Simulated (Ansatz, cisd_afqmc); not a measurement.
Species: Br, charge 0, doublet.

Total energies in def2-QZVPP, 7 correlated electrons, 14 frozen orbitals. Radicals and triplets start from unrestricted determinants; spin-orbit coupling is neglected. Cores are frozen in correlated methods (noble-gas shells, and filled d and f shells in the p block). No relativity. AFQMC/CISD: phaseless, guided by CISD from CCSD amplitudes; bars are statistical, one sigma. Outlying blocks are dropped, and bars are widened where a walk drifts. Over all cases where full CI ran beside it in this data, AFQMC minus full CI had a median of +0.1 mEh and passed +0.4 mEh in a tenth of the cases. Spin-orbit terms, left out, reach several kcal/mol for Br and I, and more for heavier atoms.

```
method         program          energy (Eh)  minus CCSDT(Q) (mEh)
----------  ----------  -------------------  --------------------
HF              Ansatz          -2572.44770                175.07
MP2             Ansatz          -2572.59738                 25.38
CCSD            Ansatz          -2572.61626                  6.51
CCSD(T)         Ansatz          -2572.62201                  0.76
CCSDT(Q)        Ansatz          -2572.62277                  0.00
AFQMC/CISD  cisd_afqmc  -2572.6224 ± 0.0002             0.3 ± 0.2
```

Ansatz is a first-principles code.
